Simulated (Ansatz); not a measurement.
Job for Ansatz (a quantum-chemistry and plane-wave program): R-wB97X-V/cc-pVTZ on aminoborane (SMILES BN), a point of a bond scan (R = 1.007 Å).

Ansatz 0.2 input:
```yaml
crystal:
  periodic: [false, false, false]
  atoms:
    - {symbol: B, position_ang: [-0.77598333, 0.04477233, -0.00303336]}
    - {symbol: N, position_ang: [0.60927771, -0.03515382, 0.00238170]}
    - {symbol: H, position_ang: [-1.41381575, -0.96287333, -0.03105655]}
    - {symbol: H, position_ang: [-1.29389237, 1.11910141, 0.02047198]}
    - {symbol: H, position_ang: [1.20971392, 0.77280035, 0.02532482]}
    - {symbol: H, position_ang: [1.11296685, -0.90681330, -0.01624534]}
basis:
  gaussian:
    orbitals: cc-pVTZ
    pivot_positions_ang: [[-0.77598333, 0.04477233, -0.00303336], [0.60927771, -0.03515382, 0.00238170], [-1.41381575, -0.96287333, -0.03105655], [-1.29389237, 1.11910141, 0.02047198], [1.20971392, 0.77280035, 0.02532482], [1.11296685, -0.90681330, -0.01624534]]
hamiltonian:
  xc: {name: wB97X-V}
scf: {lower_state_search: off}
output: {orbitals: {seedname: ./end}}
```

The log:

```
WARN ansatz: RAYON_NUM_THREADS=1 ignored (pool sized by the plan → 1); use --threads N
Functional definition: wB97X-V
these checks for a lower state are left out or cut short: stability, starts, cluster_reference, orbital_swaps, neighbouring_geometries, increment
integrals: 0.03 GiB planned
627 factors; their error is unknown
integrals: 0.07 GiB planned
174 factors; integrals over basis functions are off by at most 1.9e-6 eV
mean field: 0.39 GiB planned
mean field evaluation 1: about -2229.3731 eV, gradient 4.1e1 eV
mean field evaluation 2: about -2229.9154 eV, gradient 3.8e1 eV
mean field evaluation 4: about -2232.4829 eV, gradient 8.0e-1 eV
mean field evaluation 8: about -2232.4800 eV, gradient 2.6e-1 eV
mean field evaluation 16: about -2232.4801 eV, gradient 3.5e-6 eV
mean field -2232.48012801 eV, -82.0421314749 hartree, gradient 3.5e-6 eV, S^2 0.000000; 0 other end points of the search recorded, 0 dependent functions left out
reference -2232.48012638 eV, -82.0421314150 hartree; 8, 8 occupied and 108, 108 virtual orbitals, 627 factors
Total energy: -2232.48012638 eV, -82.0421314150 hartree
Checks for a lower state left out: stability, starts, cluster_reference, orbital_swaps, neighbouring_geometries, increment
```

Self-consistency was reached.

Cost: very roughly 1.5 core-seconds.
